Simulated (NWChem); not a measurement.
# 1,5-cyclooctadiene (C$_{8}$H$_{12}$); SMILES C1CCC=CCCC=1

```xyz
20

C     -0.6692    -1.7294     0.1335
C      0.6693    -1.7294     0.1335
C      1.5737    -0.6573    -0.4108
C      1.5737     0.6573     0.4108
C      0.6693     1.7294    -0.1335
C     -0.6692     1.7294    -0.1335
C     -1.5738     0.6573     0.4108
C     -1.5738    -0.6573    -0.4108
H     -1.1664    -2.5889     0.5985
H      1.1665    -2.5888     0.5985
H      1.3013    -0.4213    -1.4546
H      2.5994    -1.0544    -0.4470
H      2.5994     1.0544     0.4470
H      1.3013     0.4213     1.4546
H      1.1665     2.5888    -0.5985
H     -1.1664     2.5889    -0.5986
H     -1.3013     0.4212     1.4546
H     -2.5996     1.0545     0.4470
H     -1.3013    -0.4212    -1.4546
H     -2.5996    -1.0545    -0.4470
```
Atoms are numbered in this order, from 1.

Results from NWChem. Medium grid unless said otherwise, to which SCAN and Minnesota functionals are sensitive. All runs use the structure optimised with PBE0/def2-SVP. No frequency run checked for a minimum. Total energies of different functionals are on different scales.

```tsv
level	energy (Ha)	highest occupied level (eV)	orbital gap (eV)	relative time
B3LYP/def2-SVP	-311.8043	-6.40	6.52	1
PBE/def2-SVP	-311.3698	-5.52	4.79	1
N12/def2-SVP	-311.7936	-5.32	4.80	1
BLYP/def2-SVP	-311.6132	-5.34	4.80	1
OLYP/def2-SVP	-311.6652	-5.36	4.83	1
BHandHLYP/def2-SVP	-311.5981	-7.60	9.10	1
KT2/def2-SVP	-317.3420	-5.55	4.81	1
M06-2X/def2-SVP	-311.6404	-7.80	9.01	1
B3PW91/def2-SVP	-311.6938	-6.46	6.51	1
LC-wPBE (HJS exchange hole, range parameter 0.4 per bohr)/def2-SVP	-311.5768	-9.34	11.98	10
B97-D/def2-SVP	-311.5797	-5.46	4.84	1
```

The last column is a rough cost ratio, cheapest run = 1.
